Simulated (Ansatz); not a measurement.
The input (input.yaml):

```yaml
crystal:
  periodic: [false, false, false]
  atoms:
    - { symbol: Al, position_ang: [0.1746, 0.3889, -0.0294] }
    - { symbol: Cl, position_ang: [0.1086, -1.8618, -1.3337] }
    - { symbol: "N", position_ang: [-1.3085, -0.2257, 0.6621] }
    - { symbol: H, position_ang: [-0.9451, -1.3019, -0.0402] }
    - { symbol: O, position_ang: [1.3892, 1.437, -0.3271] }
    - { symbol: H, position_ang: [-1.5748, -0.3856, 1.6214] }
    - { symbol: H, position_ang: [2.1562, 1.9492, -0.5532] }
basis:
  gaussian: { orbitals: def2-SVPD }
hamiltonian:
  xc: revpbe
relax:
  f_tol: 0.15
  max_steps: 25
  restrain:
    - { distance: [3, 1], at: 2.63, k: 30.0 }
    - { distance: [0, 1], at: 2.23, k: 30.0 }
    - { distance: [3, 2], at: 1.02, k: 30.0 }
output:
  orbitals: {}
```

Run as:

```bash
$ ansatz run input.yaml --threads 2 --pin off --max-ram 3072MiB --backend cpu --events-out ev --progress --plain --runs-dir out
```

Hardware: 2 threads of Intel(R) Xeon(R) Platinum 8488C (Sapphire Rapids), on a shared host.

Problem. Roughly how long does this run take, and how much memory?

Solution. 18 s, with a peak of 0.16 GiB, for 9 ionic steps.
